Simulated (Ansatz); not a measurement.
Consider the ligand exchange at a Ge–I bond: `[Cl][Ge]([Cl])([I])[I]` + HCl → `[Cl][Ge]([Cl])([Cl])[I]` + HI.

Program: Ansatz. Geometries: PBE0-D4/def2-TZVP. ΔE: electronic, gas phase. CCSD(T)/CBS adds triple-zeta CCSD(T) − MP2 to the extrapolated MP2 energy (def2 sets, frozen cores). This one scheme is used for every species. DFT in def2-TZVPP. B3LYP here is the variant with VWN-RPA as its local correlation; programs differ in this. HSE06 is defined as in plane-wave codes. Elements past krypton have def2 core potentials. For Ge, I outer-core shells are correlated without core-valence functions, which leaves a few kJ/mol of doubt a bond. Scalar relativity is left out up to krypton.

`[Cl][Ge]([Cl])([I])[I]`:

```xyz
5

Cl    0.083   -2.160    0.096
Ge   -0.039   -0.033    0.010
Cl   -2.065    0.504    0.402
I     1.428    0.950    1.760
I     0.593    0.739   -2.267
```

HCl:

Z-matrix (Å, degrees):
```
Cl
H 1 1.279
```

`[Cl][Ge]([Cl])([Cl])[I]`:

```xyz
5

Cl    0.068   -1.528    1.498
Ge   -0.009   -0.043   -0.018
Cl    1.434   -0.526   -1.501
Cl   -1.934   -0.102   -0.914
I     0.440    2.199    0.935
```

HI:

```xyz
2

I    -0.118   -0.587    0.538
H     0.118    0.587   -0.538
```

```tsv
level	ΔE (kcal/mol)	difference from CCSD(T)/CBS
BHLYP-D4	3.5	-0.6
PBE-QIDH	3.1	-1.0
PBE	2.9	-1.2
revPBE	2.8	-1.3
PBE0	2.8	-1.3
B3LYP	2.1	-2.0
HSE06	2.9	-1.2
LC-ωPBE	1.6	-2.5
CCSD/def2-SVP	0.8	-3.3
MP2/def2-QZVPP	5.1	1.0
CCSD(T)/CBS	4.1	0
```

Largest T1 diagnostic among the species: 0.009.

In def2-TZVPP, CCSD(T) changes the Hartree–Fock value by +1.6 kcal/mol (the triples alone add +0.3 kcal/mol) and MP2 by +3.4 kcal/mol. Leaving LDA and LC-ωPBE aside and taking each functional with its dispersion term where it has one, the values, not all of them listed here, spread over 3.1 kcal/mol, from B97M-V to PBE-D4.

CCSD(T)/CBS has its own doubt, a few kJ/mol and more with outer-core shells, so smaller differences from it don't rank the levels.
